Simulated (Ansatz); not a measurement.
Relaxation of CH$_{6}$AlBS (10 atoms, charge 0, multiplicity 1), to a largest force component of 0.02 eV/Å in at most 50 steps.

Level of theory: Ansatz 0.2.0, RKS PBE-D4/def2-SVP.

```xyz
10
Properties=species:S:1:pos:R:3
C -0.933 1.416 -0.323
B 0.011 0.149 -0.264
Al 0.385 -1.366 1.120
S 1.105 -0.145 -1.639
H -0.736 0.826 0.331
H -0.985 1.888 -1.304
H -1.951 1.185 -0.008
H 1.489 -2.408 0.662
H -0.243 -1.639 2.527
H 1.699 -1.255 -1.149
```

Problem. Where does it end, and by what steps?

Solution. It converged. After 13 steps the energy has fallen by 4.942 eV; H5 moved furthest, 1.07 Å. The start is strongly strained (largest force component 12 eV/Å), so its close contacts needn't be bonds. Parted: B2–H5.

| step | energy less start (eV) | largest force component (eV/Å) | accepted |
| --- | --- | --- | --- |
| 0 | 0.0000 | 12.179 | yes |
| 1 | -1.9635 | 4.164 | yes |
| 2 | -3.0068 | 2.678 | yes |
| 3 | -3.8711 | 1.802 | yes |
| 4 | -4.2292 | 1.464 | yes |
| 5 | -4.5494 | 1.371 | yes |
| 6 | -4.7773 | 0.710 | yes |
| 7 | -4.8783 | 0.373 | yes |
| 8 | -4.9150 | 0.522 | yes |
| 9 | -4.9162 | 0.480 | yes |
| 10 | -4.9405 | 0.080 | yes |
| 11 | -4.9416 | 0.038 | yes |
| 12 | -4.9423 | 0.032 | yes |
| 13 | -4.9425 | 0.013 | yes |

```xyz
10
Properties=species:S:1:pos:R:3
C -0.911 1.231 -0.276
B 0.077 0.003 -0.338
Al 0.353 -1.508 1.157
S 1.073 -0.153 -1.827
H -0.673 1.852 0.616
H -0.923 1.894 -1.166
H -1.948 0.872 -0.092
H 1.508 -2.606 0.888
H -0.501 -1.652 2.516
H 1.785 -1.281 -1.524
```

Whether the end is a true minimum wasn't checked by a vibrational analysis.

Run time: 27 s on 2 threads of Arm Neoverse V1, on a shared host, peak memory 0.15 GiB.
